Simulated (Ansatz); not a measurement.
`N[SiH2]CCl` + H₂S → `N[SiH2]S` + `CCl`  (ligand exchange at the Si–C bond)

Isolated molecules relaxed with PBE0-D4/def2-TZVP in Ansatz; ΔE leaves out vibrations. CCSD(T)/CBS adds triple-zeta CCSD(T) − MP2 to the extrapolated MP2 energy (def2 sets, frozen cores). This one scheme is used for every species. DFT in def2-TZVPP. One conformer a species, not always the lowest.

| level | ΔE (eV) |
| --- | --- |
| B97M-V | -0.72 |
| PBE-QIDH | -0.72 |
| CAM-B3LYP | -0.69 |
| RPA@PBE/def2-TZVPP | -0.62 |

What does CCSD(T)/CBS give? (Estimate.)

Computed: -0.68 eV. The listed levels differ from it by -0.04, -0.04, -0.01, 0.06 eV.

What do rigid-rotor, harmonic-oscillator terms from PBE0-D4/def2-TZVP frequencies (298.15 K, 1 bar) make of the CCSD(T)/CBS value? (Best estimate.)

Computed: ΔZPE = +0.10 eV, ΔH = -0.60 eV, ΔS = 9 J/(mol·K), ΔG = -0.62 eV.

Largest T1 diagnostic among the species: 0.010.

The D4 term adds +0.03 eV with B3LYP and +0.02 eV with PBE0; it sums over pairs of atoms, weighted by their polarisabilities, and B3LYP, whose exchange is more repulsive, gets the larger term. In def2-TZVPP, CCSD(T) changes the Hartree–Fock value by +0.09 eV (the triples alone add +0.00 eV) and MP2 by +0.05 eV. Leaving LDA and LC-ωPBE aside and taking each functional with its dispersion term where it has one, the values, not all of them listed here, spread over 0.06 eV, from r2SCAN0-D4 to CAM-B3LYP-D4. LDA lies +0.07 eV from PBE without D4.

B3LYP here is the variant with VWN-RPA as its local correlation; programs differ in this.
